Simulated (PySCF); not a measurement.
**A survey of 33S NMR shifts**

One computed conformer, no solvent, no relativistic terms, equivalent nuclei averaged. GIAO PBE0/pcSseg-1 shieldings; GFN2-xTB geometry; PySCF.

Shieldings were converted by a linear fit to measured shifts: 33S: δ = 158.28 − 0.937σ (rms 33.3 ppm, 20 shifts vs sulfate, solution or neat liquid). Occasional misses reach two or three times the rms, and more in compound classes unlike the fitted ones.

**Question.** Give the 33S shifts of `CCS[SiH]([SiH3])[SiH3]`, `[SiH3]CC[SiH2]S`, `CO[C@@H]([SiH2]C=C=O)SC`.

**Answer.** 
```csv
compound,environment,δ (ppm)
CCS[SiH]([SiH3])[SiH3],"sulfur bonded to C, Si",-478
[SiH3]CC[SiH2]S,"sulfur bonded to Si, H",-575
CO[C@@H]([SiH2]C=C=O)SC,sulfide sulfur,-350
```

**Question.** Order these by 33S shift, lowest first.
A. C#C[C@@H](C)S[SiH2]Cl
B. CC#C[Si@@H](Cl)SC
C. C[C@H]([SiH3])[SiH2]S
D. C[SiH2]SC[SiH3]

**Answer.** C (-577 ppm, sulfur bonded to Si, H), D (-498 ppm, sulfur bonded to C, Si), B (-454 ppm, sulfur bonded to C, Si), A (-333 ppm, sulfur bonded to C, Si).
